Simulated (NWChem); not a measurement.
Species: SiPH₅O; SMILES [SiH2](P)O

```xyz
8

Si    -0.5057     0.6450     0.0106
O      0.7187     1.7768     0.1035
P      0.0923    -1.5466     0.0395
H     -1.3417     0.8927     1.2084
H     -1.3242     0.8146    -1.2254
H      1.3656     1.7762    -0.6159
H      1.1044    -1.4176     1.0332
H      1.0057    -1.4720    -1.0531
```
Atoms are numbered in this order, from 1.

Level: B3LYP/6-31G* (spherical d) (NWChem), optimised geometry, unscaled harmonic frequencies. 

```
frequency (cm⁻¹)  IR intensity (km/mol)
----------------  ---------------------
170                                 6.2
188                                12.0
258                               138.9
436                                14.6
444                                31.5
636                                32.1
710                                44.1
814                                14.1
840                               124.0
917                                52.3
923                               349.9
954                                75.3
1133                               23.8
2222                              163.2
2286                              122.6
2393                               79.1
2411                               82.0
3800                               66.3
```

| Quantity | Value |
|---|---|
| zero-point energy | 30.8 kcal/mol |
| thermal correction to the enthalpy at 298.15 K (with zero-point energy) | 34.9 kcal/mol |
| heat capacity Cv | 18.8 cal/(mol K) |
| entropy at 298.15 K and 1 atm (symmetry number 1) | 73.5 cal/(mol K) |
| dipole moment | 1.77 D |

Rigid rotor and harmonic oscillator.
